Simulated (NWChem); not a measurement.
A series in which one site is exchanged, each optimised at PBE0/def2-SVP with NWChem, gas phase unless a solvent is named. All stand in one matching conformer (torsions within 35°), which need not be the lowest. Some are not confirmed as minima by frequencies. def2 effective core potentials on Cd, Te, I; no spin-orbit coupling.

A: [SiH3][O][Be][I] (BeSiH3OI; site = Be)
B: [SiH3][O][Cd][I] (CdSiH$_{3}$OI; site = Cd)
C: [SiH3][O][Mg][I] (MgSiH$_{3}$OI; site = Mg)
D: [SiH3]O[Te]I (SiH$_{3}$TeOI; site = Te)

```tsv
quantity	A	B	C	D
dipole (D), PBE0/def2-SVP	1.21	0.66	___	1.33
orbital gap (eV), PBE0/def2-SVP	7.41	5.65	___	3.47
static polarisability, PBE/def2-SVPD (bohr³)	84.4	104.4	___	113.6
```

Q: Fill in the missing entries.

A: 
- dipole (D), PBE0/def2-SVP, C: 0.19
- orbital gap (eV), PBE0/def2-SVP, C: 6.02
- static polarisability, PBE/def2-SVPD (bohr³), C: 94.6
